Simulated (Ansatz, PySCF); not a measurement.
Species: CH4FSi (charge 0, doublet). SMILES: [CH2][SiH2]F
Structure (B3LYP-D3(BJ)/def2-TZVP (Ansatz, a quantum-chemistry and plane-wave program) minimum search):
```
Si
F 1 1.6092
H 1 1.4783 2 108.30
H 1 1.4811 3 110.09 2 -115.78
C 1 1.8328 3 110.60 4 -124.06
H 5 1.0842 1 122.58 3 19.91
H 5 1.0846 6 114.75 1 -178.32
```
Charge 0, spin multiplicity 2.

Wanted: atomisation energy, in kcal/mol. Set-up: atomisation electronic, to ground-state atoms; no dispersion term unless named; open shells spin-unrestricted; non-relativistic; 6-31G* and kin with 6d, 5d where marked; no spin-orbit coupling; valence correlation only. CBS marks a two-point X^-3 extrapolation of the correlation energy; Hartree-Fock from the larger set. First-principles rows: single points at B3LYP-D3(BJ) geometries (Ansatz).

Coupled cluster (Ansatz) is a level with limits of its own, used here on species with T1 under 0.025 (0.045 for open shells) and stable references: CCSD(T)/CBS(cc-pV(T+d)Z,cc-pV(Q+d)Z).

Value to compare with, CCSD(T)/CBS(cc-pV(T+d)Z,cc-pV(Q+d)Z) (Ansatz): 580.8 kcal/mol.

```
level                            program  atomisation energy (kcal/mol)  difference
------------------------  --------------  -----------------------------  ----------
HF/3-21G                          Ansatz                          398.9      -181.9
PBE/def2-SVP                      Ansatz                          574.6        -6.2
BP86/def2-SVP                      PySCF                          582.1         1.3
B3LYP/6-31G*                      Ansatz                          569.1       -11.7
B3LYP/cc-pVDZ                     Ansatz                          554.3       -26.5
PBE0/6-31G*                       Ansatz                          567.7       -13.1
M06-2X/6-31G* (5d)                 PySCF                          571.5        -9.3
r2SCAN-D4/def2-TZVPD      Ansatz + dftd4                          581.9         1.1
wB97X-V/def2-TZVPD                Ansatz                          580.1        -0.7
B2PLYP-D3(BJ)/def2-TZVPD  Ansatz + dftd3                          573.7        -7.1
```

Among the 7 habitual levels, HF/3-21G lies farthest from CCSD(T)/CBS(cc-pV(T+d)Z,cc-pV(Q+d)Z) (Ansatz) (-181.9 kcal/mol) and BP86/def2-SVP nearest (1.3); 1 of 7 lie above it, and their mean absolute difference is 35.7 kcal/mol, the median 11.7. One case shows no general order.

The levels are drawn from those run, B3LYP/6-31G* more often than the rest, none by its result; left out are runs that failed, that the program found above a lower state of the same kind, or whose <S^2> lies over 0.5 above the pure value.
